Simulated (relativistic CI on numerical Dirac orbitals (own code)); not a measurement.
# Mn⁺: resonant inelastic scattering at the L2,3 edge

Computed with this model: Dirac-Coulomb-Breit CI, KLI orbitals optimised for each configuration, a model potential for QED, valence Slater integrals scaled by 0.8, Kramers-Heisenberg scattering through one core-hole configuration in a parametric crystal field; configurations [Ar] 3d6 → [He] 2s2 2p5 3s2 3p6 3d7; 10 K; core-hole width 0.4 eV; summed over polarisations. Incident energies are the highest absorption maxima for each field (at most a few, so the weaker spin-orbit partner edge can be absent), on the computed scale of the free ion. Intensities are in per cent of the strongest line above 0.02 eV; levels within 1 cm⁻¹ are merged; final levels count from the ground level, the first row holds all elastic scattering, lines under 0.4 are left out and each table stops after 24 rows. The scale of the Slater integrals is a model choice and moves the terms in proportion. The configuration is assumed, with all valence electrons in the open shell; the free ion's ground configuration is another.

Field parameters in Wybourne normalisation: Oh B⁴₀ = 21Dq, B⁴₄ = √(5/14) B⁴₀; Td as Oh with Dq negative (B⁴₀ = 21Dq, B⁴₄ = √(5/14) B⁴₀). The field is a parameter set, without covalency.

S is read from ⟨S²⟩ = S(S + 1).

Oh, 10Dq = 9650 cm⁻¹:

| Final level (eV) | Degeneracy | Irrep | S | 640.3 eV | 641.4 eV | 650.9 eV |
| --- | --- | --- | --- | --- | --- | --- |
| 0.000 | 3 | T2 | 2.00 | 463.0 | 74.6 | 51.9 |
| 0.014 | 2 | E | 2.00 | 11.1 | 9.2 | 4.8 |
| 0.015 | 3 | T1 | 2.00 | 74.4 | 3.8 | 9.6 |
| 0.035 | 1 | A1 | 2.00 | 8.5 | 2.8 | 2.2 |
| 0.037 | 3 | T1 | 2.00 | 97.2 | 24.3 | 17.2 |
| 0.039 | 3 | T2 | 2.00 | 100.0 | 21.6 | 21.0 |
| 0.617 | 1 | A1 | 0.11 | 0.0 | 0.9 | 1.9 |
| 0.852 | 2 | E | 1.00 | 5.1 | 1.6 | 1.3 |
| 0.854 | 3 | T2 | 1.00 | 13.4 | 6.8 | 4.1 |
| 0.880 | 3 | T1 | 1.00 | 7.5 | 2.0 | 2.0 |
| 0.908 | 1 | A1 | 0.96 | 0.2 | 1.5 | 4.9 |
| 1.219 | 5 | E+T1 | 1.99 | 23.4 | 41.4 | 22.7 |
| 1.219 | 5 |  | 1.99 | 18.6 | 51.2 | 12.4 |
| 1.297 | 3 | T1 | 1.00 | 23.8 | 3.1 | 9.7 |
| 1.301 | 2 | E | 1.01 | 1.3 | 0.4 | 2.1 |
| 1.317 | 3 | T2 | 1.01 | 7.1 | 7.1 | 6.3 |
| 1.326 | 1 | A2 | 1.01 | 0.6 | 0.4 | 0.8 |
| 1.655 | 3 | T1 | 0.06 | 0.5 | 1.1 | 2.0 |
| 1.903 | 2 | E | 1.00 | 2.2 | 2.2 | 0.3 |
| 1.905 | 3 | T2 | 1.00 | 2.6 | 2.9 | 2.5 |
| 1.913 | 1 | A1 | 1.00 | 0.8 | 0.0 | 2.8 |
| 1.914 | 3 | T1 | 0.99 | 3.8 | 3.0 | 14.3 |
| 2.079 | 3 | T1 | 1.00 | 5.3 | 3.9 | 14.3 |
| 2.080 | 2 | E | 1.00 | 1.0 | 1.6 | 4.6 |

Oh, 10Dq = 6050 cm⁻¹:

```csv
Final level (eV),Degeneracy,Irrep,S,640.1 eV,641.1 eV,650.8 eV
0.000,3,T2,2.00,459.9,119.7,73.8
0.015,2,E,2.00,12.9,16.9,4.1
0.015,3,T1,2.00,47.5,8.1,8.1
0.036,1,A1,2.00,9.1,7.4,1.8
0.038,3,T1,2.00,100.0,30.8,21.4
0.039,3,T2,2.00,86.5,16.2,19.3
0.774,6,,2.00,28.3,89.9,12.9
0.774,3,T1,2.00,8.0,31.6,16.5
0.775,1,A1,2.00,1.3,3.9,1.7
1.260,2,E,1.00,5.3,1.6,0.7
1.262,3,T2,1.00,9.2,5.5,3.3
1.277,1,A1,0.93,0.2,0.7,1.3
1.289,3,T1,1.00,6.3,1.6,1.8
1.497,1,A1,0.17,0.0,0.1,0.9
1.593,3,T1,1.00,3.9,3.3,19.6
1.597,2,E,1.00,1.0,2.0,2.8
1.603,3,T2,1.00,3.3,4.9,6.1
1.897,3,T1,0.97,4.3,2.0,16.2
1.901,2,E,1.00,2.1,0.7,1.3
1.904,3,T2,1.00,2.0,2.5,6.8
1.909,1,A1,1.00,2.5,0.1,3.7
2.078,3,T1,0.62,2.8,2.9,18.2
2.099,2,E,1.00,4.7,3.2,6.7
2.111,3,T1,0.65,2.1,0.9,9.0
```

Td, 10Dq = -3100 cm⁻¹:

```tsv
Final level (eV)	Degeneracy	Irrep	S	640 eV	640.4 eV	641.1 eV
0.000	1	A1	2.00	241.5	177.0	123.7
0.001	3	T1	2.00	6.3	3.7	32.0
0.002	2	E	2.00	7.6	46.6	26.0
0.004	3	T2	2.00	17.1	21.3	8.9
0.005	1	A2	2.00	2.4	2.7	1.3
0.366	3	T2	2.00	28.1	34.5	52.1
0.382	3	T1	2.00	40.9	47.2	59.0
0.383	2	E	2.00	16.1	28.5	39.3
0.405	3	T2	2.00	23.3	100.0	12.1
0.406	3	T1	2.00	15.5	69.3	20.0
0.407	1	A1	2.00	4.3	16.3	18.0
1.614	3	T2	1.00	2.6	1.1	1.2
1.616	2	E	1.00	3.2	1.7	1.5
1.620	1	A1	1.00	8.2	1.9	0.2
1.621	3	T1	1.00	4.6	2.5	0.9
1.841	3	T2	1.00	1.6	0.5	0.5
1.841	3	T1	1.00	1.2	0.6	0.3
1.933	3	T2	1.00	1.8	0.4	1.1
1.933	2	E	1.00	4.6	0.7	0.5
1.967	1	A2	1.00	1.2	0.2	0.1
1.973	3	T2	1.00	14.8	5.1	1.4
1.984	2	E	1.00	2.5	1.0	0.9
1.988	3	T1	1.00	8.1	3.1	0.8
1.993	3	T1	1.00	10.6	6.3	1.1
```

For the first field the strongest loss at the lowest incident energy is the level at 0.04 eV (S = 2.00, against 2.00 in the thermal ground state). Levels of other spin, the first over 8 % at 0.85 eV, appear because spin-orbit coupling of the core hole, and in heavier ions of the valence shell too, mixes spins.
